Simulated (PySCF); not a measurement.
Isomers of C4H11FO2Si2.

All values: PBE0/pcSseg-1 (PySCF) at GFN2-xTB geometries, gas phase, one conformer each.

**Question.** Rank by dipole moment, lowest first.
A. `[OH:1][SiH2:2]/[C:3](=[CH:4]\[O:5][SiH3:6])[CH2:7][CH2:8][F:9]` with H–O1–Si2–C3 -40°, O1–Si2–C3–C4 34°, C3–C4–O5–Si6 173°, Si2–C3–C7–C8 -67°, C3–C7–C8–F9 69°
B. `[CH3:1][O:2][C@@H:3]([F:4])[SiH2:5][SiH2:6][C:7]([CH3:8])=[O:9]` with C1–O2–C3–F4 70°, O2–C3–Si5–Si6 39°, C3–Si5–Si6–C7 25°, Si5–Si6–C7–C8 -137°
C. `[CH3:1]/[C:2](=[CH:3]\[O:4][SiH3:5])[O:6][SiH2:7][CH2:8][F:9]` with C2–C3–O4–Si5 180°, C1–C2–O6–Si7 0°, C2–O6–Si7–C8 180°, O6–Si7–C8–F9 180°

**Answer.** C (2.16 D), B (2.47 D), A (4.61 D).

**Question.** Rank by HOMO–LUMO gap, highest first.
A. `[CH3:1]/[C:2](=[CH:3]\[O:4][SiH3:5])[O:6][SiH2:7][CH2:8][F:9]` with C2–C3–O4–Si5 180°, C1–C2–O6–Si7 0°, C2–O6–Si7–C8 180°, O6–Si7–C8–F9 180°
B. `[OH:1][SiH2:2]/[C:3](=[CH:4]\[O:5][SiH3:6])[CH2:7][CH2:8][F:9]` with H–O1–Si2–C3 -40°, O1–Si2–C3–C4 34°, C3–C4–O5–Si6 173°, Si2–C3–C7–C8 -67°, C3–C7–C8–F9 69°
C. `[CH3:1][O:2][C@@H:3]([F:4])[SiH2:5][SiH2:6][C:7]([CH3:8])=[O:9]` with C1–O2–C3–F4 70°, O2–C3–Si5–Si6 39°, C3–Si5–Si6–C7 25°, Si5–Si6–C7–C8 -137°
D. `[O:1]=[CH:2][O:3][C:4]([SiH3:5])([SiH3:6])[CH2:7][CH2:8][F:9]` with O1–C2–O3–C4 -2°, C2–O3–C4–Si5 -115°, O3–C4–C7–C8 63°, C4–C7–C8–F9 73°

**Answer.** D (7.70 eV), B (6.72 eV), A (6.22 eV), C (5.78 eV).

**Question.** Rank by the lowest IAO charge on any atom, highest value first.
A. `[O:1]=[CH:2][O:3][C:4]([SiH3:5])([SiH3:6])[CH2:7][CH2:8][F:9]` with O1–C2–O3–C4 -2°, C2–O3–C4–Si5 -115°, O3–C4–C7–C8 63°, C4–C7–C8–F9 73°
B. `[OH:1][SiH2:2]/[C:3](=[CH:4]\[O:5][SiH3:6])[CH2:7][CH2:8][F:9]` with H–O1–Si2–C3 -40°, O1–Si2–C3–C4 34°, C3–C4–O5–Si6 173°, Si2–C3–C7–C8 -67°, C3–C7–C8–F9 69°
C. `[CH3:1][O:2][C@@H:3]([F:4])[SiH2:5][SiH2:6][C:7]([CH3:8])=[O:9]` with C1–O2–C3–F4 70°, O2–C3–Si5–Si6 39°, C3–Si5–Si6–C7 25°, Si5–Si6–C7–C8 -137°
D. `[CH3:1]/[C:2](=[CH:3]\[O:4][SiH3:5])[O:6][SiH2:7][CH2:8][F:9]` with C2–C3–O4–Si5 180°, C1–C2–O6–Si7 0°, C2–O6–Si7–C8 180°, O6–Si7–C8–F9 180°

**Answer.** A (-0.439 e), C (-0.470 e), D (-0.601 e), B (-0.798 e).

All values together:

```tsv
SMILES	μ (D)	HOMO (eV)	LUMO (eV)	lowest IAO charge (e)	highest IAO charge (e)	lowest Hirshfeld charge (e)	highest Hirshfeld charge (e)
O=COC([SiH3])([SiH3])CCF	2.57	-8.07	-0.37	-0.439 (O)	+0.600 (Si)	-0.195 (O)	+0.283 (Si)
CO[C@@H](F)[SiH2][SiH2]C(C)=O	2.47	-6.91	-1.13	-0.470 (C)	+0.466 (Si)	-0.221 (O)	+0.243 (Si)
O[SiH2]/C(=C\O[SiH3])CCF	4.61	-6.97	-0.25	-0.798 (O)	+1.013 (Si)	-0.320 (O)	+0.402 (Si)
C/C(=C\O[SiH3])O[SiH2]CF	2.16	-6.06	0.16	-0.601 (O)	+1.011 (Si)	-0.198 (O)	+0.405 (Si)
```

Conformers: `[O:1]=[CH:2][O:3][C:4]([SiH3:5])([SiH3:6])[CH2:7][CH2:8][F:9]` with O1–C2–O3–C4 -2°, C2–O3–C4–Si5 -115°, O3–C4–C7–C8 63°, C4–C7–C8–F9 73°; `[CH3:1][O:2][C@@H:3]([F:4])[SiH2:5][SiH2:6][C:7]([CH3:8])=[O:9]` with C1–O2–C3–F4 70°, O2–C3–Si5–Si6 39°, C3–Si5–Si6–C7 25°, Si5–Si6–C7–C8 -137°; `[OH:1][SiH2:2]/[C:3](=[CH:4]\[O:5][SiH3:6])[CH2:7][CH2:8][F:9]` with H–O1–Si2–C3 -40°, O1–Si2–C3–C4 34°, C3–C4–O5–Si6 173°, Si2–C3–C7–C8 -67°, C3–C7–C8–F9 69°; `[CH3:1]/[C:2](=[CH:3]\[O:4][SiH3:5])[O:6][SiH2:7][CH2:8][F:9]` with C2–C3–O4–Si5 180°, C1–C2–O6–Si7 0°, C2–O6–Si7–C8 180°, O6–Si7–C8–F9 180°.
